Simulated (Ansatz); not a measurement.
Consider the formal exchange of groups at a Ge–C bond: `[CH3][GeH]([F])[SiH3]` + fluoromethane → `F[CH2][GeH]([F])[SiH3]` + CH₄.

Isolated molecules relaxed with PBE0-D4/def2-TZVP in Ansatz; ΔE leaves out vibrations. CBS: MP2 limit from def2 TZ/QZ plus the TZ coupled-cluster correction, frozen cores. This one scheme is used for every species. Functionals use def2-TZVPP. B3LYP here is the variant with VWN-RPA as its local correlation; programs differ in this. For Ge outer-core shells are correlated without core-valence functions, which leaves a few kJ/mol of doubt a bond. Scalar relativity is left out up to krypton. One conformer a species, not always the lowest.

```
             level  ΔE (kcal/mol)  difference from CCSD(T)/CBS
            PBE-D4            2.6                         -1.5
         r2SCAN-D4            3.0                         -1.1
           PBE0-D4            3.5                         -0.6
          B3LYP-D4            2.8                         -1.3
           ωB97X-V            3.3                         -0.8
           ωB97M-V            3.2                         -0.9
            B2PLYP            3.5                         -0.6
               PBE            2.7                         -1.4
            r2SCAN            3.0                         -1.1
              PBE0            3.7                         -0.4
             B3LYP            3.0                         -1.1
     HF/def2-TZVPP            4.9                          0.8
    MP2/def2-TZVPP            4.4                          0.3
SCS-MP2/def2-TZVPP            4.3                          0.2
   CCSD/def2-TZVPP            4.2                          0.1
CCSD(T)/def2-TZVPP            4.0                         -0.1
     HF/def2-QZVPP            5.0                          0.9
    MP2/def2-QZVPP            4.6                          0.5
SCS-MP2/def2-QZVPP            4.4                          0.3
      HF/CBS(def2)            5.1                          1.0
     MP2/CBS(def2)            4.6                          0.5
    CCSD/CBS(def2)            4.3                          0.2
       CCSD(T)/CBS            4.1                            0
```

Largest T1 diagnostic among the species: 0.012.

From PBE to PBE0 (25 % exact exchange), in def2-TZVPP and without D4, ΔE moves by +1.0 kcal/mol.
